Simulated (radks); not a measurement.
Results of a calculation; reference values are marked as such.
These are the eigenvalues of the occupied orbitals of an atom or ion with whole-number occupations (hartree). Code: a radial shooting solver on a logarithmic mesh with Libxc functionals. Model: scalar-relativistic Kohn-Sham, PBE, spin-polarised, spherical densities, finite nucleus; Fermi nuclear charge, rms radius of each element as measured or else 0.836 A^(1/3) + 0.57 fm.

| orbital | eigenvalue |
|---|---|
| 1s down | -806.8976 |
| 1s up | -806.8973 |
| 2s up | -116.6580 |
| 2s down | -116.6367 |
| 2p up | -104.5569 |
| 2p down | -104.5410 |
| 3s up | -21.15406 |
| 3s down | -21.14338 |
| 3p up | -17.17840 |
| 3p down | -17.16619 |
| 3d up | -10.78368 |
| 3d down | -10.76434 |
| 4s up | -3.58485 |
| 4s down | -3.48392 |
| 4p up | -2.48225 |
| 4p down | -2.37431 |
| 4d up | -0.92966 |
| 4d down | -0.82078 |

Which element is it, and in what charge state? The configuration may be excited. Open shells, if any, are filled with parallel spins first.

Answer. Z = 44, ruthenium, charge +2: Ru2+ in [Kr] 4d6. The list shows which subshells hold electrons but not how many an open one holds; the 1s level, -806.9 hartree, gives Z - s = 40.2 by -(Z - s)^2/2, which with screening and relativity narrows Z to a few neighbours, and the depths of the outer levels then fix element, charge and occupations together.
